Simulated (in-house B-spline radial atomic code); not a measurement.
**PBE excitations of Hg III (Hg2+)**

Method: PBE. Computed with a B-spline radial code for spherical atoms: linear response of the closed shell [Xe] 4f14 5d10 with the functional's adiabatic kernel; scalar-relativistic (spin-free one-electron X2C), finite nucleus, no spin-orbit coupling, no double excitations, S, P, D and F terms only; shells from n = 3 respond. Only terms of natural parity with L up to 3 were computed.

Spin-orbit coupling is strong here, so these LS terms don't match observed levels.

Command:
```bash
python run_td.py task.json out
```
Settings (radii: box in bohr, nucleus in fm):
```
Z                        80
electrons                78
configuration            [Xe] 4f14 5d10
hamiltonian              x2c
method                   pbe,pbe
box_radius               29.48
rms_radius               5.4648
intervals                72
```

Run time, properties included: 11 s on 1 thread of Arm Neoverse N1 (shared host).

The lowest states, in the order of their Tamm-Dancoff energies; the method's threshold (minus the highest occupied level) is 28.744 eV. Labels give the largest channel, * marks a mixed state, and oscillator strengths are full-response dipole values. Semilocal kernels can invert the small singlet-triplet splittings of Rydberg terms. Energies in eV:

| state | full response | Tamm-Dancoff | oscillator strength |
| --- | --- | --- | --- |
| 5d → 6s 3D | 4.902 | 4.949 | - |
| 5d → 6s 1D | ? | ? | - |
| 5d → 6p 3P | 13.263 | 13.299 | - |
| 5d → 6p 3F | 13.413 | 13.436 | - |
| 5d → 6p 1F | 13.782 | 13.784 | - |
| 5d → 6p 1P | 14.668 | 14.780 | 0.853 |
| 5d → 7s 3D | ? | ? | - |
| 5d → 7s 1D | 20.699 | 20.705 | - |
| 5d → 6d 3S | 21.280 | 21.293 | - |
| 5d → 6d 3D | 21.613 | 21.616 | - |
| 5d → 6d 1D | 21.777 | 21.785 | - |
| 5d → 7p 3P | 22.809 | 22.815 | - |
| 5d → 7p 3F | 22.851 | 22.855 | - |
| 5d → 6d 1S | 22.739 | 22.863 | - |
| 5d → 7p 1F | 22.925 | 22.925 | - |
| 5d → 7p 1P | 23.035 | 23.049 | 0.0273 |
| 5d → 5f 3P | 24.577 | 24.582 | - |
| 5d → 8s 3D | 24.660 | 24.661 | - |
| 5d → 5f 3F | 24.663 | 24.665 | - |
| 5d → 8s 1D | 24.697 | 24.699 | - |
| 5d → 5f 1F | 24.709 | 24.710 | - |
| 5d → 5f 1P | 24.841 | 24.860 | 0.395 |

Question: Where does 5d → 6s 1D lie?

Answer: At 5.896 eV in full response, 5.950 eV in Tamm-Dancoff.

Question: Where does 5d → 7s 3D lie?

Answer: At 20.564 eV in full response, 20.568 eV in Tamm-Dancoff.

Question: How large is the singlet-triplet splitting of 5d → 6s (D terms) in Tamm-Dancoff?

Answer: 1 eV, from the unrounded values.

Question: What polarisabilities and dispersion coefficient does the method give?

Answer: Dipole 8.227 bohr³, quadrupole 46.71 bohr⁵, C6 54.31 hartree·bohr⁶ for two such species.
